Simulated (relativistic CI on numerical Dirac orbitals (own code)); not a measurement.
**K I: computed level list**

Computed by Dirac-Coulomb-Breit CI, orbitals from a KLI potential per configuration, QED by a radiative potential, valence Slater integrals scaled by 0.85, P86 correlation estimate, and configurations built on the next ion tied to the tabulated ionisation energy (semi-empirical) (own radial code, finite nucleus).

CI space (outside the closed core [Ar]): 4s, 4p, 3d, 5p, 4d, 5s, 4f, 6s, 6p, 5d, 5g, 5f, 6d, 6g. Levels of other configurations are missing.

The lowest level is 4s 2S_1/2, with 100 % of that term; Hund's rules for 4s give 2S with J = 1/2, in agreement.

```tsv
No.	Configuration	Term	J	E (cm⁻¹)	%	Landé g	Lifetime (s)
1	4s	2S	1/2	0.0	100	2.002	
2	4p	2P°	1/2	11898.2	100	0.666	2.86e-08
3	4p	2P°	3/2	11941.7	100	1.334	2.83e-08
4	5s	2S	1/2	20447.4	100	2.002	
5	3d	2D	5/2	20814.4	100	1.200	
6	3d	2D	3/2	20820.8	100	0.800	
7	5p	2P°	1/2	24138.2	100	0.666	
8	5p	2P°	3/2	24152.1	100	1.334	
9	6s	2S	1/2	27096.3	100	2.002	6.84e-08
10	4d	2D	5/2	27289.1	100	1.200	
11	4d	2D	3/2	27294.4	100	0.800	
12	4f	2F°	5/2	28151.3	100	0.857	
13	4f	2F°	7/2	28151.3	100	1.143	
14	6p	2P°	1/2	28772.8	100	0.666	
15	6p	2P°	3/2	28778.6	100	1.334	
16	5d	2D	5/2	30319.1	100	1.200	2.03e-07
17	5d	2D	3/2	30323.0	100	0.800	1.99e-07
18	5g	2G	7/2	30619.6	100	0.889	
19	5g	2G	9/2	30619.6	100	1.111	
20	5f	2F°	7/2	30620.3	100	1.143	
21	5f	2F°	5/2	30620.3	100	0.857	
22	6g	2G	7/2	31960.8	100	0.889	
23	6g	2G	9/2	31960.8	100	1.111	
24	6d	2D	5/2	31981.3	100	1.200	4.08e-07
25	6d	2D	3/2	31984.2	100	0.800	3.91e-07
```

Energies count from the lowest computed level; ° marks odd parity; lifetimes are radiative, by E1, M1, E2, M2, E3 decay to levels of this space only; some are left blank where a channel outside the calculation adds to the decay or the decay crosses a small, uncertain gap.

The mean weight of the leading LS term, summed over parents, in these 25 levels is 100 %, and that of the leading jj configuration (from the same eigenvectors) 100 %.

Configurations that consist of the next ion and one excited electron were tied to the tabulated ionisation energy; Rydberg ones are usually within 1,000 to 3,000 cm⁻¹ and the lowest ones within about 6,000 (9,000 in d shells), while levels on excited terms of the next ion carry the error of that term, and the other configurations can be misplaced by 10,000 cm⁻¹ or more. Rates follow the energies as ν³ (E1, M1) or ν⁵ (E2), so rates, branching and lifetimes can be off by large factors. The fine structure of a lone outer electron comes out too small, for d and f at times inverted, and misplaced configurations move strength between like terms. 6 of the 6 excited levels that our extract of the measured tables holds in this range could be paired (the sources list more); they are missed by 793 cm⁻¹ on average and 1101 at most, and levels without a partner can miss by more.
